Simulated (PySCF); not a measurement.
**Assignment exercise: C₄H₁₀F₂Si**

Numbering as in the mapped SMILES `[CH3:1][Si:2]([CH3:3])([CH3:4])[CH:5]([F:6])[F:7]`; H(Xn) means a hydrogen on atom n.

PySCF calculation with GIAO PBE0/pcSseg-1 shieldings and coordinates at the GFN2-xTB level; no solvent model, non-relativistic Hamiltonian, equivalent nuclei averaged, single conformer.

Shifts are taken against calculated references (same method and geometry level): TMS for 13C (186.93 ppm) and 1H (31.72 ppm).

Task: Assign these signals to the numbered atoms. 13C{1H} NMR (computed): δ 128.9 (CH), -4.9 (CH3).

Result: 
128.9 → C5, sp3 CH bonded to 2 F and Si: 2 electronegative neighbours deshield it
-4.9 → C1/C3/C4, methyl carbon bonded to Si: an electropositive neighbour leaves it electron-rich and shielded

Task: Assign these signals to the numbered atoms. 1H NMR (300 MHz, computed): δ 6.16 (m, 1H), 0.17 (s, 9H).

Result: 
6.16 → H(C5), hydrogen on an sp3 CH bonded to 2 F and Si: its carbon carries F, an electronegative neighbour
0.17 → H(C1)/H(C3)/H(C4), hydrogen on a methyl carbon bonded to Si: an electropositive neighbour shields it, as in TMS itself

Splittings by 19F in the carbon and heteronuclear signals aren't shown, as no couplings were computed. Shifts are as computed. Against solution values, carbons near 30 ppm lie about +3 ppm off and those near 130 ppm about +5 ppm. Of 1211 compounds with measured shifts, 218 miss one by over three times the rms of a fit or turn the order of signals round; such compounds aren't used in these exercises. No couplings were computed; multiplicities are counted from neighbouring protons, with m where these are inequivalent, close in shift, in a saturated or five-membered ring or joined by F or P, and br s for small geminal =CH2 splittings.
